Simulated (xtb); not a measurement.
xtb input for C₂H₅O, SMILES [CH2]OC, multiplicity 2, GFN2-xTB. 

```
$ xtb mol.xyz --gfn 2 --ohess tight --chrg 0 --uhf 1 --json
$ cat mol.xyz
8

C      1.27880000    -0.16010000     0.23300000
O      0.08370000     0.04330000     0.78670000
C     -0.97500000     0.07040000    -0.15450000
H      1.42830000    -0.20340000    -0.82550000
H      2.12230000    -0.00050000     0.90350000
H     -0.93590000     0.93110000    -0.80880000
H     -1.05590000    -0.85270000    -0.73090000
H     -1.90600000     0.19550000     0.46440000
```

Log of the run:

```
[banner left out]
          |                Calculation Setup                |
           -------------------------------------------------



           -------------------------------------------------
          |                 G F N 2 - x T B                 |
           -------------------------------------------------

        Reference                      10.1021/acs.jctc.8b01176
      * Hamiltonian:
        H0-scaling (s, p, d)           1.850000    2.230000    2.230000
        zeta-weighting                 0.500000
      * Dispersion:
        s8                             2.700000
        a1                             0.520000
        a2                             5.000000
        s9                             5.000000
      * Repulsion:
        kExp                           1.500000    1.000000
        rExp                           1.000000
      * Coulomb:
        alpha                          2.000000
        third order                    shell-resolved
        anisotropic                    true
        a3                             3.000000
        a5                             4.000000
        cn-shift                       1.200000
        cn-exp                         4.000000
        max-rad                        5.000000


          ...................................................
          :                      SETUP                      :
          :.................................................:
          :  # basis functions                  17          :
          :  # atomic orbitals                  17          :
          :  # shells                           11          :
          :  # electrons                        19          :
          :  max. iterations                   250          :
          :  Hamiltonian                  GFN2-xTB          :
          :  restarted?                      false          :
          :  GBSA solvation                  false          :
          :  PC potential                    false          :
          :  electronic temp.          300.0000000     K    :
          :  accuracy                    1.0000000          :
          :  -> integral cutoff          0.2500000E+02      :
          :  -> integral neglect         0.1000000E-07      :
          :  -> SCF convergence          0.1000000E-05 Eh   :
          :  -> wf. convergence          0.1000000E-03 e    :
          :  Broyden damping             0.4000000          :
          :  net charge                          0          :
          :  unpaired electrons                  1          :
          ...................................................

 iter      E             dE          RMSdq      gap      omega  full diag
   1    -10.8847206 -0.108847E+02  0.417E+00    9.09       0.0  T
   2    -10.9012686 -0.165479E-01  0.234E+00    8.63       1.0  T
   3    -10.9017308 -0.462270E-03  0.858E-01    8.73       1.0  T
   4    -10.9018029 -0.720986E-04  0.134E-01    8.68       1.0  T
   5    -10.9018132 -0.102384E-04  0.540E-02    8.69       1.0  T
   6    -10.9018137 -0.552345E-06  0.101E-02    8.69       3.5  T
   7    -10.9018138 -0.136515E-06  0.211E-03    8.69      16.7  T
   8    -10.9018139 -0.200696E-08  0.746E-04    8.69      47.4  T
   9    -10.9018139 -0.145825E-08  0.312E-04    8.69     113.2  T

   *** convergence criteria satisfied after 9 iterations ***

         #    Occupation            Energy/Eh            Energy/eV
      -------------------------------------------------------------
         1        2.0000           -0.7124721             -19.3874
       ...           ...                  ...                  ...
         4        2.0000           -0.5547544             -15.0956
         5        2.0000           -0.5518132             -15.0156
         6        2.0000           -0.5255484             -14.3009
         7        2.0000           -0.4704185             -12.8007
         8        2.0000           -0.4608848             -12.5413
         9        2.0000           -0.4506496             -12.2628
        10        1.0000           -0.2752897              -7.4910 (HOMO)
        11                          0.0439727               1.1966 (LUMO)
        12                          0.0980552               2.6682
        13                          0.1366263               3.7178
        14                          0.1685911               4.5876
        15                          0.2120217               5.7694
       ...                                ...                  ...
        17                          0.3659762               9.9587
      -------------------------------------------------------------
                  HL-Gap            0.3192624 Eh            8.6876 eV
             Fermi-level           -0.2393141 Eh           -6.5121 eV

 SCC (total)                   0 d,  0 h,  0 min,  0.003 sec
 SCC setup                      ...        0 min,  0.000 sec (  2.543%)
[...]
     #   Z sym  total        # sym  WBO       # sym  WBO       # sym  WBO
 ---------------------------------------------------------------------------
     1   6 C    3.253 --     2 O    1.251     4 H    0.979     5 H    0.978
     2   8 O    2.285 --     1 C    1.251     3 C    0.992
     3   6 C    3.947 --     2 O    0.992     8 H    0.981     6 H    0.974
                             7 H    0.973
     4   1 H    0.999 --     1 C    0.979
     5   1 H    0.998 --     1 C    0.978
     6   1 H    0.998 --     3 C    0.974
     7   1 H    0.998 --     3 C    0.973
     8   1 H    0.996 --     3 C    0.981
 ---------------------------------------------------------------------------

Topologies differ in total number of bonds
Writing topology from bond orders to xtbtopo.mol

molecular dipole:
                 x           y           z       tot (Debye)
 q only:       -0.295       0.011      -0.383
   full:       -0.316       0.113      -0.526       1.585
molecular quadrupole (traceless):
                xx          xy          yy          xz          yz          zz
 q only:        1.874      -0.115      -0.693       0.314      -0.025      -1.181
  q+dip:        1.052       0.540      -0.314       0.022      -0.114      -0.738
   full:        1.561       0.444      -0.470       0.216      -0.068      -1.092

           -------------------------------------------------
          |                Geometry Summary                 |
           -------------------------------------------------

      molecular mass/u    :       45.0605805
   center of mass at/Å    :        0.0977023      -0.0216305       0.2737483
  moments of inertia/u·Å² :        0.1049877E+02   0.4729328E+02   0.5443410E+02
rotational constants/cm⁻¹ :        0.1605677E+01   0.3564488E+00   0.3096888E+00

 * 7 selected distances

     #   Z          #   Z                                           value/Å
     1   6 C        2   8 O                                       1.3615430
     2   8 O        3   6 C                                       1.4023743 (max)
     1   6 C        4   1 H                                       1.0758076
     1   6 C        5   1 H                                       1.0710664 (min)
     3   6 C        6   1 H                                       1.0961611
     3   6 C        7   1 H                                       1.0961734
     3   6 C        8   1 H                                       1.0888865

 * 2 distinct bonds (by element types)

   Z      Z             #   av. dist./Å        max./Å        min./Å
   1 H    6 C           5     1.0856190     1.0961734     1.0710664
   6 C    8 O           2     1.3819586     1.4023743     1.3615430

           -------------------------------------------------
          |               Frequency Printout                |
           -------------------------------------------------
 projected vibrational frequencies (cm⁻¹)
eigval :       -0.00    -0.00    -0.00    -0.00     0.00     0.00
eigval :      131.32   270.63   418.66   477.99   968.98  1059.52
eigval :     1116.74  1186.11  1275.09  1372.09  1406.98  1461.55
Molecule has no symmetry elements
It seems to be the C1 point group
eigval :     1475.26  2908.13  2930.26  3025.99  3089.30  3176.62
 reduced masses (amu)
   1:  9.57   2: 11.71   3:  8.21   4: 12.62   5: 11.18   6:  9.06   7:  2.42   8:  3.83
   9:  8.60  10:  3.87  11:  9.22  12:  4.03  13:  3.75  14:  7.95  15: 10.81  16:  3.76
  17:  2.79  18:  1.54  19:  1.63  20:  1.93  21:  1.44  22:  1.70  23:  1.51  24:  2.03
 IR intensities (km·mol⁻¹)
   1:  1.62   2:  0.33   3:  2.49   4:  0.52   5:  0.36   6:  3.42   7:  2.11   8:  4.71
   9:  6.32  10: 44.30  11: 17.15  12:  9.24  13:  1.48  14: 20.04  15: 46.79  16: 16.10
  17:  1.05  18:  5.95  19:  6.15  20: 42.14  21: 39.66  22: 12.98  23: 39.73  24: 25.61
 Raman intensities (Ä⁴*amu⁻¹)
   1:  0.00   2:  0.00   3:  0.00   4:  0.00   5:  0.00   6:  0.00   7:  0.00   8:  0.00
   9:  0.00  10:  0.00  11:  0.00  12:  0.00  13:  0.00  14:  0.00  15:  0.00  16:  0.00
  17:  0.00  18:  0.00  19:  0.00  20:  0.00  21:  0.00  22:  0.00  23:  0.00  24:  0.00
 output can be read by thermo (or use thermo option).
 writing <g98.out> molden fake output.
 recommended (thermochemical) frequency scaling factor: 1.0
           -------------------------------------------------
          |             Thermodynamic Functions             |
           -------------------------------------------------

c1  symmetry found (for desy threshold:  0.10E+00) used in thermo

          ...................................................
          :                      SETUP                      :
          :.................................................:
          :  # frequencies                          18      :
          :  # imaginary freq.                       0      :
          :  linear?                             false      :
          :  only rotor calc.                    false      :
          :  symmetry                               c1      :
          :  rotational number                       1      :
          :  scaling factor                  1.0000000      :
          :  rotor cutoff                   50.0000000 cm⁻¹ :
          :  imag. cutoff                  -20.0000000 cm⁻¹ :
          :.................................................:

    mode    ω/cm⁻¹     T·S(HO)/kcal·mol⁻¹    T·S(FR)/kcal·mol⁻¹   T·S(vib)
   ------------------------------------------------------------------------
       1    131.32    -0.87259 ( 97.94%)    -0.76949 (  2.06%)    -0.87047
       2    270.63    -0.47471 ( 99.88%)    -0.55579 (  0.12%)    -0.47480
   ------------------------------------------------------------------------

   temp. (K)  partition function   enthalpy   heat capacity  entropy
                                   cal/mol     cal/K/mol   cal/K/mol   J/K/mol
 298.15  VIB   3.85                 1140.922      8.116      6.501
         ROT  0.126E+05              888.752      2.981     21.737
         INT  0.484E+05             2029.675     11.097     28.238
         TR   0.293E+27             1481.254      4.968     37.325
         TOT                        3510.9284    16.0648    65.5628   274.3147

       T/K    H(0)-H(T)+PV         H(T)/Eh          T*S/Eh         G(T)/Eh
   ------------------------------------------------------------------------
    298.15    0.559502E-02    0.688169E-01    0.311510E-01    0.376659E-01
   ------------------------------------------------------------------------

         :::::::::::::::::::::::::::::::::::::::::::::::::::::
         ::                  THERMODYNAMIC                  ::
         :::::::::::::::::::::::::::::::::::::::::::::::::::::
         :: total free energy         -10.762522140212 Eh   ::
         ::.................................................::
         :: total energy              -10.800188069914 Eh   ::
         :: zero point energy           0.063221906737 Eh   ::
         :: G(RRHO) w/o ZPVE           -0.025555977035 Eh   ::
         :: G(RRHO) contrib.            0.037665929702 Eh   ::
         :::::::::::::::::::::::::::::::::::::::::::::::::::::

optimized geometry written to: xtbopt.xyz


           -------------------------------------------------
Note: The following floating-point exceptions are signalling: IEEE_UNDERFLOW_FLAG IEEE_DENORMAL
normal termination of xtb
          | TOTAL ENERGY              -10.800188069914 Eh   |
          | TOTAL ENTHALPY            -10.731371142574 Eh   |
          | TOTAL FREE ENERGY         -10.762522140212 Eh   |
          | GRADIENT NORM               0.000140021719 Eh/α |
          | HOMO-LUMO GAP               9.241530027721 eV   |
           -------------------------------------------------

------------------------------------------------------------------------
------------------------------------------------------------------------
 total:
 SCF:
 ANC optimizer:
 analytical hessian:
```

Self-consistency was reached.

Cost: very roughly 0.14 core-seconds.
